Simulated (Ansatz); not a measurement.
One change: `[OH][Al]([OH])[SeH]` becomes `[OH][Al]([OH])[Br]`.

Ansatz, PBE0-D4/def2-TZVP geometries, multiplicity 1. Each molecule was computed in one conformer, which needn't be the lowest.

Scalar relativity is left out up to krypton.

```tsv
property	`[OH][Al]([OH])[SeH]`
HOMO energy (B3LYP/def2-TZVPP) / eV	-7.13
LUMO energy (ωB97M-V/def2-TZVPP) / eV	0.96
LUMO energy (B3LYP/def2-TZVPP) / eV	-0.93
size of the dipole moment (B3LYP/def2-TZVPP) / D	1.38
ideal-gas entropy at 298 K and 1 bar (rigid rotor, harmonic PBE0-D4/def2-TZVP) / J/(mol·K)	349
HOMO energy (PBE0/def2-TZVPP) / eV	-7.39
```

Task: What does the change do to each property? (Estimate.)

Result: Ansatz gave: 
```csv
property,`[OH][Al]([OH])[Br]`,shift
HOMO energy (B3LYP/def2-TZVPP) / eV,-8.39,-1.26
LUMO energy (ωB97M-V/def2-TZVPP) / eV,0.82,-0.14
LUMO energy (B3LYP/def2-TZVPP) / eV,-1.12,-0.19
size of the dipole moment (B3LYP/def2-TZVPP) / D,0.80,-0.58
"ideal-gas entropy at 298 K and 1 bar (rigid rotor, harmonic PBE0-D4/def2-TZVP) / J/(mol·K)",325,-24
HOMO energy (PBE0/def2-TZVPP) / eV,-8.67,-1.28
```

With PBE0 the HOMO falls by 1.28 eV and the LUMO falls by 0.19 eV, so the gap widens by about 1.09 eV. PBE moves the HOMO by -1.10 eV and ωB97M-V by -1.38 eV. The zero-point energy changes by -17.8 kJ/mol with -3 modes. Dipoles are sizes alone; their direction can turn.

B3LYP here is the variant with VWN-RPA as its local correlation; programs differ in this.

Spin–orbit coupling is left out; it splits and shifts lone-pair levels of the heavy atoms by tenths of an eV.
